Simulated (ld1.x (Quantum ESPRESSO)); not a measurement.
## Before and after: ultrasoft potential for manganese

- Element: manganese
- Generator: ld1.x (Quantum ESPRESSO) 7.5
- Type: ultrasoft
- Functional: PW91
- Relativity: scalar-relativistic
- Frozen core: [Ne]
- Valence charge: 15
- Reference configuration: 3s2 3p6 3d5 4s1.75 4p0.25
- Partial waves: 3s (bound): rcut 1.20, rcutus 1.50 bohr; 4s (bound): rcut 1.20, rcutus 1.50 bohr; 3p (bound): rcut 1.65, rcutus 1.95 bohr; 4p (bound): rcut 1.65, rcutus 1.95 bohr; 3d (bound): rcut 1.35, rcutus 1.75 bohr; 3d channel at 2.25 Ry: rcut 1.35, rcutus 1.75 bohr
- Local potential: all-electron potential smoothed inside 1.65 bohr (lloc = -1)
- Core correction: Bessel-smoothed model core inside 0.70 bohr
- Augmentation charge: PSQ, inside the norm-conserving radii

Change: local potential all-electron potential smoothed inside 1.86 bohr (lloc = -1).

Cutoffs: the cutoffs (Ry, on a coarse ladder) from which the occupation-weighted sum of valence levels, in a spherical-Bessel basis at the reference potential, stays within 10 and 1 mRy of its value at 400 Ry; they do not see the model core or the augmentation charge, which bear on the density cutoff. Errors are all-electron minus pseudo energies relative to the spin-unpolarised reference configuration.

Question: How do hardness, ghosts and transferability respond?

Answer: The potential gets neither clearly harder nor softer (40 Ry and 60 Ry → 40 Ry and 60 Ry); of the 7 tests that both files solve, the error grows in 1 and shrinks in 2 by more than 15 % and 0.3 meV (median size 3.2 → 2.8 meV); the range in which the s phases agree widens (upper end 3.6 → at the end of the scan); the range in which the p phases agree widens (upper end 1.4 → at the end of the scan); neither file shows a bound ghost.

```tsv
quantity	base	changed
cutoff, loose	40 Ry	40 Ry
cutoff, tight	60 Ry	60 Ry
bound ghosts	none	none
error for 3s2 3p6 3d5 4s2 4p0, meV [ΔE -0.94 eV]	0.0	+0.1
error for 3s2 3p6 3d5 4s1 4p0, meV [ΔE 7.53 eV]	-0.3	-0.4
error for 3s2 3p6 3d5 4s0 4p0, meV [ΔE 23.17 eV]	-3.1	-2.3
error for 3s2 3p6 3d5 4s0 4p2, meV [ΔE 7.03 eV]	-3.2	-2.8
error for 3s1 3p6 3d5 4s2 4p0, meV [ΔE 92.57 eV]	-41	-52
error for 3s2 3p6 3d5 4s0 4p1, meV [ΔE 12.29 eV]	-4.2	-3.4
error for 3s2 3p6 3d4 4s0 4p0, meV [ΔE 55.79 eV]	+30	+31
s: phases at 2.14 bohr within 0.05 rad from the reference energy up to (Ry; the scan ends near 5)	3.6	to the end of the scan
p: phases at 2.14 bohr within 0.05 rad from the reference energy up to (Ry; the scan ends near 5)	1.4	to the end of the scan
d: phases at 2.14 bohr within 0.05 rad from the reference energy up to (Ry; the scan ends near 5)	to the end of the scan	to the end of the scan
lowest overlap eigenvalue by channel	s 0.03, p 0.81, d 0.18	s 0.12, p 0.83, d 0.17
```
